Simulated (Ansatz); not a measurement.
Calculated with Ansatz (gas phase, PBE0-D4/def2-TZVP geometries, no zero-point term in ΔE). CCSD(T)/CBS is the MP2 limit (def2-TZVPP, def2-QZVPP) plus CCSD(T) − MP2 in def2-TZVPP, frozen cores. This one scheme is used for every species. DFT in def2-TZVPP. HSE06 is defined as in plane-wave codes. For V outer-core shells are correlated without core-valence functions, which leaves a few kJ/mol of doubt a bond. Scalar relativity is left out up to krypton. One conformer a species, not always the lowest.

`[CH3][V](=[NH])([OH])[Cl]` + H–F → `[CH3][V](=[NH])([OH])[F]` + HCl  (ligand exchange at a V–Cl bond)

`[CH3][V](=[NH])([OH])[Cl]`:

```xyz
10

C    -0.482    1.121    0.616
V     0.219   -0.619   -0.088
N    -0.914   -1.057   -1.129
O     1.682   -0.237   -1.005
Cl    0.438   -1.975    1.587
H    -0.656    1.828   -0.196
H    -1.419    0.916    1.139
H     0.265    1.510    1.315
H    -1.598   -1.444   -1.765
H     2.465   -0.045   -0.474
```

H–F:

Z-matrix (Å, degrees):
```
F
H 1 0.920
```

`[CH3][V](=[NH])([OH])[F]`:

Z-matrix (Å, degrees):
```
V
N 1 1.603
O 1 1.771 2 107.9
C 1 2.006 2 102.8 3 112.3
F 1 1.741 2 114.6 3 -132.1
H 1 2.358 2 129.3 3 -3.4
H 2 1.011 1 170.7 3 113.6
H 4 1.095 1 107.1 2 -177.7
H 4 1.090 1 110.9 2 -56.9
H 4 1.092 1 108.1 2 63.6
```

HCl:

Z-matrix (Å, degrees):
```
Cl
H 1 1.279
```

| level | ΔE (kcal/mol) | difference from CCSD(T)/CBS |
| --- | --- | --- |
| BLYP-D4 | -2.7 | -4.1 |
| PBE0-D4 | -0.3 | -1.7 |
| HSE06-D4 | -0.2 | -1.6 |
| PBE-QIDH | 2.8 | 1.4 |
| PBE | -2.6 | -4.0 |
| r2SCAN | -2.1 | -3.5 |
| r2SCAN0 | -0.8 | -2.2 |
| CAM-B3LYP | -4.1 | -5.5 |
| MP2/def2-SVP | 1.7 | 0.3 |
| CCSD/def2-SVP | -3.8 | -5.2 |
| HF/def2-TZVPP | -2.6 | -4.0 |
| SCS-MP2/def2-TZVPP | 4.4 | 3.0 |
| CCSD/def2-TZVPP | -0.6 | -2.0 |
| MP2/def2-QZVPP | 7.7 | 6.3 |
| HF/CBS(def2) | -2.7 | -4.1 |
| MP2/CBS(def2) | 8.2 | 6.8 |
| CCSD(T)/CBS | 1.4 | 0 |

Largest T1 diagnostic among the species: 0.031, so the coupled-cluster value is less sure than usual.

In def2-TZVPP, CCSD(T) changes the Hartree–Fock value by +2.9 kcal/mol (the triples alone add +0.9 kcal/mol) and MP2 by +9.8 kcal/mol. At CCSD(T), def2-SVP lies −4.5 kcal/mol from the extrapolated value and def2-TZVPP −1.0 kcal/mol. The D4 term adds +1.4 kcal/mol with B3LYP and +0.8 kcal/mol with PBE0; it sums over pairs of atoms, weighted by their polarisabilities, and B3LYP, whose exchange is more repulsive, gets the larger term.

CCSD(T)/CBS has its own doubt, a few kJ/mol and more with outer-core shells, so smaller differences from it don't rank the levels.

B3LYP here is the variant with VWN-RPA as its local correlation; programs differ in this.
